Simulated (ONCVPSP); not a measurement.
## Rh: variants of one ONCV potential

Base potential:

ONCVPSP 4.0.1 input, shortened (lines: element, Z, core and valence counts, functional; n l f; lmax; l rc ep ncon nbas qcut; lloc lpopt rc5 dvloc0; l nproj debl; icmod fcfact rcfact), LDA (Perdew-Zunger), fully relativistic:

```
  Rh 45.00    6    4        3      upf
    1    0    2.00
    2    0    2.00
    2    1    6.00
    3    0    2.00
    3    1    6.00
    3    2   10.00
    4    0    2.00
    4    1    6.00
    4    2    8.00
    5    0    1.00
    2
    0    1.70    0.00    4    8    5.70
    1    1.20    0.00    3    7    6.60
    2    2.05    0.00    4    9    8.00
    4    5    0.85    0.00
    0    3    0.30
    1    2    1.40
    2    1    1.70
    3    6.00    1.10
```

Open shells are filled in proportion to 2j + 1.

In the p channel the program set the typed energies aside and used -1.811, 0.250 Ha (j = l + 1/2; the other j can differ).

All-electron outer shells of the reference configuration (LDA (Perdew-Zunger), scalar-relativistic, ld1.x):

```json
{"shell": "3d", "level (eV)": "-301.01", "outermost node (bohr)": "–", "outermost maximum (bohr)": "0.29"}
{"shell": "4s", "level (eV)": "-82.55", "outermost node (bohr)": "0.47", "outermost maximum (bohr)": "0.88"}
{"shell": "4p", "level (eV)": "-50.53", "outermost node (bohr)": "0.47", "outermost maximum (bohr)": "0.94"}
{"shell": "4d", "level (eV)": "-6.15", "outermost node (bohr)": "0.46", "outermost maximum (bohr)": "1.15"}
{"shell": "5s", "level (eV)": "-4.59", "outermost node (bohr)": "1.19", "outermost maximum (bohr)": "2.63"}
```

Cutoffs, loose and tight: the cutoffs (Ha) at which the residual kinetic energy of the hardest occupied pseudo-wave falls to 1 and 0.1 mHa per electron. They do not see the model core or the augmentation charge, which bear on the density cutoff. Test errors are all-electron minus pseudo excitation energies from the reference, over the configurations 4s2 4p6 4d8 5s0; 4s2 4p6 4d7 5s0; 4s2 4p6 4d6 5s0; 4s2 4p6 4d7 5s2. A dash means not determined; rows that change the core or the reference have their own tests.

A true bound ghost makes a file unfit for plane-wave use even where its test errors are small: the radial tests pick states by their node count and pass the ghost by.

```tsv
change	outcome	cutoff, loose	cutoff, tight	bound ghosts	GHOST(+) flags above zero	largest test error (meV)
base	generated, projector energies reset by the program	40 Ha	120 Ha	s	s	+11
core correction Teter function, fcfact 6.1, rcfact 1.1	generated, projector energies reset by the program	40 Ha	120 Ha	s	s	+11
local potential polynomial inside 1.10 bohr (lpopt 5, dvloc0 2 Ha)	generated, projector energies reset by the program	40 Ha	120 Ha	s	s	+9.3
```

Q: What comes out with this change to the base: s: qcut 7.5?

A: outcome: generated, projector energies reset by the program; cutoff, loose: 40 Ha; cutoff, tight: 120 Ha; bound ghosts: none; GHOST(+) flags above zero: s; largest test error (meV): +11.
